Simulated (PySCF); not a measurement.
Mg (magnesium, neutral) across methods

[Ne] 3s1 3d1, high-spin 3D determinant (an excited configuration). Computed with PySCF 2.14 in aug-cc-pVQZ-DK (7s6p4d3f2g, 84 functions), with scalar relativity by spin-free X2C-1e.

```json
{"method": "UHF", "E (hartree)": "-199.72042", "mean ε 2p β (eV)": "-66.149", "mean ε 3s α (eV)": "-10.257", "mean ε 3d α (eV)": "-1.184", "Σ⟨r²⟩ (bohr²)": "58.39", "⟨S²⟩": "2.000"}
{"method": "PBE", "E (hartree)": "-200.0516", "mean ε 2p β (eV)": "-51.113", "mean ε 3s α (eV)": "-7.435", "mean ε 3d α (eV)": "-0.471", "Σ⟨r²⟩ (bohr²)": "56.07", "⟨S²⟩": "2.000"}
{"method": "M06-L", "E (hartree)": "-200.1538", "mean ε 2p β (eV)": "-52.376", "mean ε 3s α (eV)": "-7.355", "mean ε 3d α (eV)": "-0.457", "Σ⟨r²⟩ (bohr²)": "56.89", "⟨S²⟩": "2.001"}
{"method": "CAM-B3LYP", "E (hartree)": "-200.1579", "mean ε 2p β (eV)": "-56.560", "mean ε 3s α (eV)": "-9.417", "mean ε 3d α (eV)": "-0.990", "Σ⟨r²⟩ (bohr²)": "56.76", "⟨S²⟩": "2.000"}
{"method": "r2SCAN", "E (hartree)": "-200.1417", "mean ε 2p β (eV)": "-52.511", "mean ε 3s α (eV)": "-7.633", "mean ε 3d α (eV)": "-0.357", "Σ⟨r²⟩ (bohr²)": "56.39", "⟨S²⟩": "2.000"}
{"method": "PBE0", "E (hartree)": "-200.0654", "mean ε 2p β (eV)": "-55.149", "mean ε 3s α (eV)": "-8.239", "mean ε 3d α (eV)": "-0.718", "Σ⟨r²⟩ (bohr²)": "56.60", "⟨S²⟩": "2.000"}
{"method": "BHandHLYP", "E (hartree)": "-200.1641", "mean ε 2p β (eV)": "-59.179", "mean ε 3s α (eV)": "-8.941", "mean ε 3d α (eV)": "-0.750", "Σ⟨r²⟩ (bohr²)": "57.32", "⟨S²⟩": "2.000"}
{"method": "LDA", "E (hartree)": "-199.2183", "mean ε 2p β (eV)": "-51.240", "mean ε 3s α (eV)": "-7.563", "mean ε 3d α (eV)": "-0.341", "Σ⟨r²⟩ (bohr²)": "55.77", "⟨S²⟩": "2.000"}
```

The outer electron is Rydberg-like, and this basis confines it to a smaller radius and binds it less than a complete one would.
